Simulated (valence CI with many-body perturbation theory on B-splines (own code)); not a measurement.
## Bi XI: E2, M1 decay

Calculated by relativistic CI+MBPT: five valence electrons over a frozen Dirac-Fock core [Xe] 4f14, a basis of 7 s, 7 p, 8 d, 6 f, 4 g, 1 h functions for each j, with the one-electron correlation potential Σ1 (screened to all orders), the two-electron term Σ2, the three-electron term Σ3, Breit, model QED; selected single and double excitations, second order for the rest, scaled by the run's own slope (own B-spline code, finite nucleus).

No measured levels were compared; by estimate terms of the open shell hold to 2 to 4 % of their energy, and close levels can change places. Among the levels kept, up to 1000 cm⁻¹ of a level comes from second order outside the variational space, and about a tenth of that is noise between levels of different J, which matters for small intervals. Excitations out of the core, of the other parity, are not computed and may begin above about 51.2 eV (a cautious bound); beyond it only levels of the ground parity were kept, without lifetimes.

Lines 1 to 50 of 120 in falling wavelength, among levels below 51.219 eV, chosen from the decays that carry over 1 % of a level's rate. Wavelengths and rates use the calculated energies, so an error of 2000 cm⁻¹ moves a line at 11750 Å by 23 % and its rate by three times that or more. Electric multipoles are in the length gauge, E1 and E2 with the static RPA response of the core. Weak lines are less certain than strong ones. Lines between different terms over intervals too small for the method are left out, as are lines whose strength nearly cancels. Branching is blank where the lifetime is uncertain.

Levels are named by their leading jj configuration (3d3/2^4 stands for four electrons in 3d with j = 3/2), which in mixed levels can hold well under half, so a name can repeat and another be missing. Letters in brackets count levels of one name in rising energy.

```tsv
λ vac (Å)	Upper	Lower	Type	A (s⁻¹)	Branch %
33020	(5d3/2^3 5d5/2^2) J=11/2	(5d3/2^3 5d5/2^2) J=7/2 [a]	E2	8.65e-08	
30310	(5d3/2^3 5d5/2^2) J=9/2	(5d3/2^3 5d5/2^2) J=11/2	M1	5.73e-01	10.8
15800	(5d3/2^3 5d5/2^2) J=9/2	(5d3/2^3 5d5/2^2) J=7/2 [a]	M1	4.63e+00	86.9
14360	(5d3/2^2 5d5/2^3) J=13/2	(5d3/2^2 5d5/2^3) J=11/2	M1	2.49e+00	3.7
11750	(5d3/2^3 5d5/2^2) J=1/2	(5d3/2^3 5d5/2^2) J=3/2 [a]	M1	2.36e+01	99.2
10680	(5d3/2^3 5d5/2^2) J=7/2 [b]	(5d3/2^3 5d5/2^2) J=5/2 [b]	M1	1.08e+01	15.4
10480	(5d3/2^2 5d5/2^3) J=7/2 [b]	(5d3/2^2 5d5/2^3) J=5/2 [b]	M1	4.32e+00	2.0
7484	(5d3/2^2 5d5/2^3) J=5/2 [c]	(5d3/2^2 5d5/2^3) J=3/2 [a]	M1	9.91e+00	1.2
7253	(5d3/2^2 5d5/2^3) J=3/2 [a]	(5d3/2^2 5d5/2^3) J=5/2 [a]	M1	3.35e+01	2.7
7208	(5d3/2^2 5d5/2^3) J=9/2 [b]	(5d3/2^2 5d5/2^3) J=9/2 [a]	M1	1.31e+01	1.4
7150	(5d3/2^3 5d5/2^2) J=7/2 [a]	(5d3/2^3 5d5/2^2) J=5/2 [a]	M1	4.65e+01	27.4
6857	(5d3/2^2 5d5/2^3) J=9/2 [a]	(5d3/2^3 5d5/2^2) J=7/2 [b]	M1	3.14e+01	10.9
6489	(5d3/2^3 5d5/2^2) J=3/2 [a]	(5d3/2^3 5d5/2^2) J=5/2 [a]	M1	2.07e+01	3.3
6390	(5d3/2^2 5d5/2^3) J=7/2 [b]	(5d3/2^2 5d5/2^3) J=9/2 [a]	M1	5.41e+00	2.5
6090	(5d3/2^3 5d5/2^2) J=7/2 [b]	(5d3/2^3 5d5/2^2) J=7/2 [a]	M1	2.62e+01	37.3
5689	(5d3/2^2 5d5/2^3) J=9/2 [c]	(5d3/2^2 5d5/2^3) J=7/2 [b]	M1	1.31e+01	3.1
5538	(5d3/2^3 5d5/2^2) J=3/2 [b]	(5d3/2^3 5d5/2^2) J=1/2	M1	9.57e+00	4.9
5526	(5d3/2^2 5d5/2^3) J=3/2 [b]	(5d3/2^2 5d5/2^3) J=3/2 [a]	M1	3.12e+01	8.4
5227	(5d3/2^2 5d5/2^3) J=7/2 [a]	(5d3/2^3 5d5/2^2) J=5/2 [b]	M1	6.27e+01	16.8
5181	(5d3/2 5d5/2^4) J=7/2 [a]	(5d3/2^2 5d5/2^3) J=5/2 [c]	M1	4.47e+01	3.2
5167	(5d3/2^2 5d5/2^3) J=9/2 [c]	(5d3/2^2 5d5/2^3) J=9/2 [b]	M1	8.48e+01	20.3
5043	(5d3/2^2 5d5/2^3) J=5/2 [c]	(5d3/2^3 5d5/2^2) J=3/2 [b]	M1	8.55e+01	10.0
5035	(5d3/2^2 5d5/2^3) J=7/2 [a]	(5d3/2^3 5d5/2^2) J=9/2	M1	1.07e+02	28.7
4887	(5d3/2^2 5d5/2^3) J=7/2 [b]	(5d3/2^2 5d5/2^3) J=7/2 [a]	M1	3.89e+01	18.1
4837	(5d3/2^2 5d5/2^3) J=5/2 [a]	(5d3/2^3 5d5/2^2) J=7/2 [a]	M1	9.37e+01	10.4
4834	(5d3/2^2 5d5/2^3) J=5/2 [b]	(5d3/2^3 5d5/2^2) J=7/2 [b]	M1	4.78e+01	7.4
4775	(5d3/2^3 5d5/2^2) J=3/2 [b]	(5d3/2^3 5d5/2^2) J=5/2 [b]	M1	2.48e+01	12.6
4753	(5d3/2^3 5d5/2^2) J=5/2 [b]	(5d3/2^3 5d5/2^2) J=5/2 [a]	M1	2.40e+02	91.2
4722	(5d3/2^2 5d5/2^3) J=1/2 [a]	(5d3/2^3 5d5/2^2) J=1/2	M1	2.41e+02	45.7
4622	(5d3/2^2 5d5/2^3) J=5/2 [c]	(5d3/2^2 5d5/2^3) J=7/2 [a]	M1	4.28e+01	5.0
4614	(5d3/2^2 5d5/2^3) J=1/2 [b]	(5d3/2^2 5d5/2^3) J=3/2 [a]	M1	5.81e+01	6.8
4597	(5d3/2^2 5d5/2^3) J=11/2	(5d3/2^3 5d5/2^2) J=9/2	M1	4.79e+01	15.7
4562	(5d3/2^3 5d5/2^2) J=5/2 [a]	(5d3/2^4 5d5/2) J=5/2	M1	3.01e+02	100.0
4495	(5d3/2 5d5/2^4) J=7/2 [a]	(5d3/2^2 5d5/2^3) J=9/2 [b]	M1	5.98e+01	4.3
4332	(5d3/2 5d5/2^4) J=5/2 [a]	(5d3/2^2 5d5/2^3) J=3/2 [a]	M1	9.87e+01	4.8
4077	(5d3/2^2 5d5/2^3) J=3/2 [a]	(5d3/2^3 5d5/2^2) J=1/2	M1	2.89e+01	2.3
4014	(5d3/2 5d5/2^4) J=3/2 [a]	(5d3/2^2 5d5/2^3) J=5/2 [c]	M1	4.11e+01	2.3
3991	(5d3/2^2 5d5/2^3) J=11/2	(5d3/2^3 5d5/2^2) J=11/2	M1	2.58e+02	84.3
3857	(5d3/2 5d5/2^4) J=11/2	(5d3/2^2 5d5/2^3) J=9/2 [b]	M1	7.06e+01	5.4
3819	(5d3/2^2 5d5/2^3) J=7/2 [a]	(5d3/2^3 5d5/2^2) J=7/2 [a]	M1	1.21e+02	32.3
3763	(5d3/2^3 5d5/2^2) J=3/2 [b]	(5d3/2^3 5d5/2^2) J=3/2 [a]	M1	3.12e+01	15.9
3683	(5d3/2^2 5d5/2^3) J=5/2 [c]	(5d3/2^2 5d5/2^3) J=5/2 [a]	M1	4.04e+01	4.7
3649	(5d3/2^2 5d5/2^3) J=3/2 [a]	(5d3/2^3 5d5/2^2) J=5/2 [b]	M1	7.78e+01	6.3
3575	(5d3/2^2 5d5/2^3) J=9/2 [a]	(5d3/2^3 5d5/2^2) J=11/2	M1	1.05e+02	36.5
3514	(5d3/2^2 5d5/2^3) J=9/2 [b]	(5d3/2^3 5d5/2^2) J=7/2 [b]	M1	6.26e+01	6.8
3368	(5d3/2^2 5d5/2^3) J=1/2 [a]	(5d3/2^3 5d5/2^2) J=3/2 [a]	M1	2.85e+02	54.0
3331	(5d3/2 5d5/2^4) J=7/2 [a]	(5d3/2^2 5d5/2^3) J=5/2 [b]	M1	2.18e+02	15.5
3327	(5d3/2^2 5d5/2^3) J=5/2 [b]	(5d3/2^3 5d5/2^2) J=5/2 [b]	M1	3.66e+02	56.4
3308	(5d3/2^2 5d5/2^3) J=7/2 [b]	(5d3/2^3 5d5/2^2) J=7/2 [b]	M1	3.34e+01	15.5
3225	(5d3/2^2 5d5/2^3) J=9/2 [a]	(5d3/2^3 5d5/2^2) J=7/2 [a]	M1	1.49e+02	51.7
```
